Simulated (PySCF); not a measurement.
All numbers come from PBE0/[La def2-TZVP with ECP46, S def2-TZVP, Br def2-TZVP], scalar-relativistic core potentials, density fitting, no spin–orbit coupling, PySCF. Open shells, if any, are unrestricted.

Task: What shape and geometry does isolated singlet LaSBr take (every ligand bound to La)?

Result: Formally La is in oxidation state +3, with 0 electrons left for the f, d and s shells; the Mulliken f population is 0.09. The lowest minimum found is a singlet of Cs symmetry with La–Br 2.783 Å, La–S 2.414 Å; Br–La–S 112.2°. Its harmonic wavenumbers are 76 (a'), 221 (a'), 454 (a') cm⁻¹ and its dipole moment is 8.45 D.

This need not be the most stable arrangement of these atoms.
